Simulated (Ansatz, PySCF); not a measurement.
Molecule: C$_{2}$H$_{8}$ClSi$_{2}$, charge 0, multiplicity 2. SMILES: C[Si](C)[SiH2]Cl
Geometry from a B3LYP-D3(BJ)/def2-TZVP (Ansatz, a quantum-chemistry and plane-wave program) optimisation:
```
Si
C 1 1.8846
H 2 1.0904 1 110.85
H 2 1.0917 3 108.35 1 -121.95
H 2 1.0943 3 108.16 4 -116.72
C 1 1.8883 2 111.45 3 177.00
H 6 1.0908 1 111.52 2 -179.19
H 6 1.0919 7 108.02 1 121.76
H 6 1.0943 7 108.13 8 116.39
Si 1 2.3359 2 111.30 3 50.68
H 10 1.4811 1 112.07 2 -169.21
H 10 1.4861 11 107.75 1 127.63
Cl 10 2.0845 11 107.75 12 114.28
```
Charge 0, spin multiplicity 2.

Unscaled harmonic wavenumbers (cm⁻¹) in rising order, each level at the stationary point that it reaches from this structure (no distance between atoms moves by over 0.3 Å); the order of modes can differ between levels, and a negative number is imaginary. B3LYP-D3(BJ)/def2-TZVP (PySCF, at the structure above): 35, 81, 132, 137, 160, 173, 208, 403, 473, 520, 644, 671, 695, 726, 759, 801, 813, 874, 952, 1276, 1284, 1449, 1453, 1457, 1465, 2184, 2220, 3017, 3018, 3084, 3085, 3108, 3114.

HF/3-21G (Ansatz): 34, 82, 132, 135, 163, 178, 211, 384, 457, 476, 663, 712, 748, 835, 853, 895, 944, 988, 1009, 1463, 1472, 1624, 1628, 1632, 1637, 2294, 2316, 3182, 3184, 3251, 3253, 3265, 3274. Zero-point energy 62.0 against 57.9 kcal/mol; where all levels lie over 400 cm⁻¹, the wavenumbers are on average 1.079 times those of B3LYP-D3(BJ)/def2-TZVP.

HF/6-31G* (Ansatz): 36, 91, 145, 147, 177, 185, 223, 439, 520, 556, 678, 738, 746, 798, 833, 892, 903, 960, 1042, 1444, 1452, 1600, 1602, 1607, 1611, 2373, 2391, 3188, 3189, 3254, 3256, 3270, 3278. Zero-point energy 62.4 against 57.9 kcal/mol; where all levels lie over 400 cm⁻¹, the wavenumbers are on average 1.087 times those of B3LYP-D3(BJ)/def2-TZVP.
